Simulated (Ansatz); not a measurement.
Stepwise reaction of `F[SiH](Cl)O[SiH2]Cl` with hydrogen, as a gas-phase model of exchange steps in deposition or etching. ΔE in kJ/mol.

Calculated with Ansatz (gas phase, PBE0-D4/def2-TZVP geometries, no zero-point term in ΔE). CBS: MP2 limit from def2 TZ/QZ plus the TZ coupled-cluster correction, frozen cores. This one scheme is used for every species. Functionals use def2-TZVPP. B3LYP here is the variant with VWN-RPA as its local correlation; programs differ in this. Each species was taken in one conformer, which may not be the lowest.

```
step                                               reaction  PBE-D4  B3LYP-D4  ωB97M-V  CCSD(T)/CBS
   1  `F[SiH](Cl)O[SiH2]Cl` + H₂ → `F[SiH2]O[SiH2]Cl` + HCl    91.3      89.5     91.5         89.8
   2       `F[SiH2]O[SiH2]Cl` + H₂ → `F[SiH2]O[SiH3]` + HCl    90.3      89.1     90.9         90.0
```

**Question.** By hand: ΔE of the 2 steps together at CCSD(T)/CBS.

**Answer.** (89.8) + (90.0) = 179.8 kJ/mol, or 89.9 kJ/mol a step.

In ΔE the steps differ by no more than 0.2 kJ/mol. All are uphill at CCSD(T)/CBS. PBE-D4 differs from CCSD(T)/CBS by 0.3 to 1.5 kJ/mol a step. Only this route is followed, and other bonds may react first. Isolated molecules leave out the surface, adducts and barriers. Largest T1 diagnostic: 0.011.
